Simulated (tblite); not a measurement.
Compound: C8H12P (charge -1).
Z-matrix (Å and degrees, GFN2-xTB geometry), rows numbered from 1:
```
C 
C   1  1.5014
C   2  1.3807  1  124.00
C   3  1.3973  2  113.25  1  -179.70
C   4  1.3813  3  113.04  2    -0.24
C   5  1.5040  4  125.22  3   178.82
C   6  1.5312  5  111.56  4    56.49
C   6  1.5321  5  110.81  4   -66.51
P   2  1.7561  1  124.12  3  -179.85
H   1  1.0951  2  111.03  3    56.34
H   1  1.0895  2  110.44  3   176.51
H   1  1.0953  2  111.24  3   -63.37
H   3  1.0859  2  123.02  1     0.20
H   4  1.0853  3  123.22  2   179.76
H   6  1.0981  5  107.94  4   175.31
H   7  1.0925  6  111.11  5   177.71
H   7  1.0882  6  109.97  5    57.24
H   7  1.0884  6  110.25  5   -62.04
H   8  1.0928  6  111.31  5  -178.59
H   8  1.0887  6  110.08  5    60.87
H   8  1.0881  6  109.73  5   -58.06
```

All values are computed: GFN2-xTB (tblite) harmonic vibrations without scaling, gas phase. This tight-binding method is rough: wavenumbers can miss measured ones by several per cent, in bad cases by 10 to 20. One conformer, not necessarily the lowest.

Harmonic wavenumbers (cm⁻¹): 44.4, 66.1, 101.6, 166.4, 198.4, 213.7, 231.5, 273.2, 306.1, 356.7, 437.1, 474.3, 501.2, 541.8, 677.6, 733.5, 752.4, 758.9, 793.4, 914.3, 933.9, 974.8, 978.3, 1024.8, 1057.4, 1073.8, 1125.8, 1127.8, 1184.6, 1200.7, 1224.0, 1318.6, 1325.6, 1368.2, 1388.5, 1388.8, 1402.9, 1457.3, 1500.5, 1503.2, 1506.1, 1506.9, 1508.2, 1512.5, 1518.9, 2895.1, 2901.8, 2926.2, 2951.8, 2960.2, 2966.3, 2987.0, 3001.5, 3012.5, 3019.9, 3025.7, 3026.4.

A = 3152, B = 826.7, C = 762.8 MHz; mass 139.068 u (most abundant isotopes); point group C1, symmetry number 1.

Question: Zero-point energy?

Answer: Half the sum of the wavenumbers: 38165 cm⁻¹ = 456.55 kJ/mol.

Question: Give the ideal-gas entropy at 500 K and 1 bar in the rigid-rotor, harmonic-oscillator model (classical rotation).

Answer: Translation 181.15, rotation 129.75, vibration 218.46: S = 529.4 J/(mol K).

Question: And Cp and H(500 K) − H(0)?

Answer: Cp = 253.02 J/(mol K), of which vibrations give 219.76 (their classical limit is 57 R = 473.9); H(500 K) − H(0) = 72.97 kJ/mol without the zero-point energy, 56.34 from vibrations.

Question: How do the functions run with temperature in this model?

Answer: 
```json
{"T (K)": "100", "S (J/(mol K))": "294.1", "Cp (J/(mol K))": "80.8", "H − H(0) (kJ/mol)": "5.52", "G − H(0) (kJ/mol)": "-23.89", "ln q(vib)": "1.78"}
{"T (K)": "200", "S (J/(mol K))": "363.9", "Cp (J/(mol K))": "124.5", "H − H(0) (kJ/mol)": "15.83", "G − H(0) (kJ/mol)": "-56.95", "ln q(vib)": "4.52"}
{"T (K)": "300", "S (J/(mol K))": "422.7", "Cp (J/(mol K))": "168.8", "H − H(0) (kJ/mol)": "30.47", "G − H(0) (kJ/mol)": "-96.32", "ln q(vib)": "7.27"}
{"T (K)": "800", "S (J/(mol K))": "668.5", "Cp (J/(mol K))": "338.4", "H − H(0) (kJ/mol)": "162.79", "G − H(0) (kJ/mol)": "-372.01", "ln q(vib)": "20.66"}
{"T (K)": "1000", "S (J/(mol K))": "748.3", "Cp (J/(mol K))": "375.9", "H − H(0) (kJ/mol)": "234.42", "G − H(0) (kJ/mol)": "-513.85", "ln q(vib)": "25.64"}
```

q(vib) and H(0) count from the zero-point level.

Question: Blend soft modes into free rotors: weight 1/[1 + (100 cm⁻¹/ν̃)⁴] for the oscillator and the rest for a rotor with moment μB/(μ + B), μ = h/(8π²ν), B = 10⁻⁴⁴ kg m². What vibrational entropy results?

Answer: 202.78 J/(mol K) in place of 218.46, which changes −T·S at 500 K by +7.84 kJ/mol.

Question: Which modes carry the vibrational entropy at 500 K?

Answer: 44.4 cm⁻¹: 25.43; 66.1 cm⁻¹: 22.13; 101.6 cm⁻¹: 18.57; 166.4 cm⁻¹: 14.52; 198.4 cm⁻¹: 13.09; 213.7 cm⁻¹: 12.49 J/(mol K); the other 51 give 112.24 together.

Question: What must be added to the electronic energy to get the Gibbs energy at 500 K and 1 bar?

Answer: ZPE + [H(500 K) − H(0)] − T·S = 456.55 + 72.97 − 264.68 = 264.84 kJ/mol.

Hindered rotation and anharmonicity are outside this model. Other conformers, if any are populated, would add a mixing term that is left out.
